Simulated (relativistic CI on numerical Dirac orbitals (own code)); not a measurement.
**Ligand-field terms of d2**

Computed with a parametric ligand-field model of a d^n configuration (Racah B and C, spin-orbit zeta, crystal field), exact diagonalisation.

Field parameters in Wybourne normalisation: Oh B⁴₀ = 21Dq, B⁴₄ = √(5/14) B⁴₀. The field is a parameter set, without covalency.

Q: Ground term and bands for B = 370, C = 1310, ζ = 0 cm⁻¹, Oh, 10Dq = 36200 cm⁻¹?

A: Ground term 3T1 with 0.00 electrons in the two orbitals of the cubic e set. Spin-allowed: 3T2 35214 cm⁻¹ (284 nm), 3T1 39779 cm⁻¹ (251 nm), 3A2 71414 cm⁻¹ (140 nm). Lowest spin-forbidden: 1T2 4918 cm⁻¹ (2033 nm), 1E 4941 cm⁻¹ (2024 nm), 1A1 11868 cm⁻¹ (843 nm).

Q: A d2 ion in Oh symmetry has the ground term 3T1 and bands at 3T2 5004 cm⁻¹ (1999 nm), 1T2 6190 cm⁻¹ (1615 nm), 1E 6346 cm⁻¹ (1576 nm), 3T1 10107 cm⁻¹ (989 nm), 3A2 10604 cm⁻¹ (943 nm), 1T2 12037 cm⁻¹ (831 nm). Which parameters reproduce them?

A: B = 380, C = 1840, ζ = 0 cm⁻¹, Oh, 10Dq = 5600 cm⁻¹.

Q: Ground term and bands for B = 750, C = 3790, ζ = 0 cm⁻¹, Oh, 10Dq = 25350 cm⁻¹?

A: Ground term 3T1 with 0.02 electrons in the two orbitals of the cubic e set. Spin-allowed: 3T2 23719 cm⁻¹ (422 nm), 3T1 33338 cm⁻¹ (300 nm), 3A2 49069 cm⁻¹ (204 nm). Lowest spin-forbidden: 1T2 12428 cm⁻¹ (805 nm), 1E 12564 cm⁻¹ (796 nm), 1A1 27382 cm⁻¹ (365 nm).

Q: Ground term and bands for B = 860, C = 3200, ζ = 0 cm⁻¹, Oh, 10Dq = 17100 cm⁻¹?

A: Ground term 3T1 with 0.04 electrons in the two orbitals of the cubic e set. Spin-allowed: 3T2 15549 cm⁻¹ (643 nm), 3T1 26898 cm⁻¹ (372 nm), 3A2 32649 cm⁻¹ (306 nm). Lowest spin-forbidden: 1T2 12060 cm⁻¹ (829 nm), 1E 12325 cm⁻¹ (811 nm), 1A1 25607 cm⁻¹ (391 nm).

Q: A d2 ion in Oh symmetry has the ground term 3T1 and bands at 1T2 13328 cm⁻¹ (750 nm), 1E 13478 cm⁻¹ (742 nm), 3T2 27687 cm⁻¹ (361 nm), 1A1 29701 cm⁻¹ (337 nm), 3T1 38573 cm⁻¹ (259 nm), 3A2 57237 cm⁻¹ (175 nm). Which parameters reproduce them?

A: B = 850, C = 3920, ζ = 0 cm⁻¹, Oh, 10Dq = 29550 cm⁻¹.
